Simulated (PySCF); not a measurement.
C2H11NSi3. Atoms are numbered in the order given.

```xyz
17

C      3.1915     0.8719     0.4414
Si     1.6960    -0.0842     1.0861
Si     0.1173    -0.4976    -0.5938
C     -0.8344     1.1072    -1.1434
N     -2.1313     0.7674    -0.5466
Si    -2.1003    -0.8680     0.0627
H      3.7215     0.2973    -0.3344
H      3.9026     1.0823     1.2563
H      2.8838     1.8339     0.0019
H      1.0067     0.7062     2.1567
H      2.1396    -1.3801     1.6937
H      0.6947    -1.2819    -1.7332
H     -0.4011     2.0420    -0.7343
H     -0.8637     1.2152    -2.2467
H     -2.8947     1.4329    -0.6361
H     -2.9415    -1.8764    -0.6688
H     -2.4542    -1.0211     1.5130
```

Geometry optimised at r2SCAN-D4/def2-SVP. The structure was generated by enumeration; whether it is a known compound was not checked. Other conformers were not sampled.

Level of theory: KT2/pcSseg-1 (PySCF).

GIAO shieldings, no solvent; atoms listed in one row are averaged. δ = σ(ref) − σ: ¹³C against TMS (σ = 185.1 ppm); ²⁹Si against TMS (σ = 361.9 ppm); ¹⁵N against NH3 (σ = 266.2 ppm); ¹H against TMS (σ = 31.47 ppm), references at their B3LYP-D3(BJ)/def2-TZVP geometries, non-relativistic.

| nucleus | atoms | count | δ (ppm) |
|---|---|---|---|
| ¹³C | C4 | 1 | 46.9 |
| ¹³C | C1 | 1 | -6.1 |
| ²⁹Si | Si6 | 1 | -15.5 |
| ²⁹Si | Si3 | 1 | -45.3 |
| ²⁹Si | Si2 | 1 | -65.4 |
| ¹⁵N | N5 | 1 | 34.0 |
| ¹H | H16 | 1 | 6.33 |
| ¹H | H17 | 1 | 6.10 |
| ¹H | H12 | 1 | 4.95 |
| ¹H | H10 | 1 | 4.64 |
| ¹H | H11 | 1 | 4.42 |
| ¹H | H14 | 1 | 4.28 |
| ¹H | H13 | 1 | 3.99 |
| ¹H | H7, H8, H9 | 3 | 0.65 |
| ¹H | H15 | 1 | 0.19 |
